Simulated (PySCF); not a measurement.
Isomers C₈H₁₂F₂O:

A. `CC(C)[C@H]1C[C@](F)(C(=O)F)C1`
B. SMILES C/C(C(=O)F)=C(/F)C(C)(C)C
C. `CO[C@@H]1[C@@H]2C[C@@H](F)C[C@@]1(F)C2`
D. SMILES [C@]1(C)(F)[C@](C(C)C)(C(=O)F)C1

Spectrum 1. 1H NMR (400 MHz, computed): δ 2.78 (m, 2H), 2.26 (m, 2H), 1.62 (m, 1H), 1.29 (m, 1H), 0.93 (d, 6H). 13C{1H} NMR (computed): δ 175.5 (C), 88.3 (C), 42.1 (CH2), 41.5 (CH), 33.3 (CH), 21.0 (CH3).

Spectrum 2. 1H NMR (400 MHz, computed): δ 2.32 (m, 1H), 1.83 (m, 3H), 1.54 (d, 3H), 1.21 (d, 3H), 0.94 (m, 1H), 0.56 (m, 1H). 13C{1H} NMR (computed): δ 170.2 (C), 88.1 (C), 39.4 (C), 38.4 (CH), 29.0 (CH2), 20.9 (CH3), 20.5 (CH3), 19.4 (CH3).

Spectrum 3. 1H NMR (400 MHz, computed): δ 2.15 (s, 3H), 1.35 (s, 9H). 13C{1H} NMR (computed): δ 191.9 (C), 167.6 (C), 108.1 (C), 39.8 (C), 28.8 (CH3), 15.0 (CH3).

Spectrum 4. 1H NMR (400 MHz, computed): δ 5.05 (m, 1H), 3.54 (m, 1H), 3.50 (s, 3H), 2.74 (m, 1H), 2.29 (m, 1H), 2.24 (m, 1H), 2.21 (m, 1H), 1.95 (m, 1H), 1.89 (m, 1H), 1.58 (m, 1H). 13C{1H} NMR (computed): δ 96.7 (C), 91.4 (CH), 84.0 (CH), 58.5 (CH3), 39.7 (CH2), 33.8 (CH2), 29.7 (CH2), 29.3 (CH).

No solvent, a single conformation, rapidly exchanging positions averaged, relativity neglected. Shieldings: GIAO PBE0/pcSseg-1; coordinates at the GFN2-xTB level; PySCF 2.14.0 with density-fitted response routines.

Scale: TMS for 1H, 13C (reference shieldings calculated alike). Splittings of carbon signals by F and P are missing where no couplings were computed. Where no couplings were computed, multiplicities follow the n + 1 count of equivalent neighbours, and m marks all less simple cases (inequivalent or close neighbours, rings, F or P nearby). Shifts are as computed. Against solution values, carbons near 30 ppm lie about +3 ppm off and those near 130 ppm about +5 ppm. Of 1211 compounds with measured shifts, 218 miss one by over three times the rms of a fit or turn the order of signals round; such compounds aren't used in these exercises.

Task: Match each spectrum to its structure.

Result: 1–A, 2–D, 3–B, 4–C.

- Spectrum 1 (A): 6 13C signals; δC 88.3 is a fully substituted sp3 carbon bonded to F, α to a carbonyl; δC 42.1 is an sp3 CH2 in a ring.
- Spectrum 2 (D): 8 13C signals; δC 88.1 is a three-membered-ring carbon; δC 39.4 is a three-membered-ring carbon.
- Spectrum 3 (B): 6 13C signals; δC 191.9 is a β carbon of a C=C–C=O unit; δC 108.1 is an α carbon of a C=C–C=O unit.
- Spectrum 4 (C): 8 13C signals; δC 96.7 is a fully substituted sp3 carbon bonded to F; δC 91.4 is an sp3 CH bonded to F.
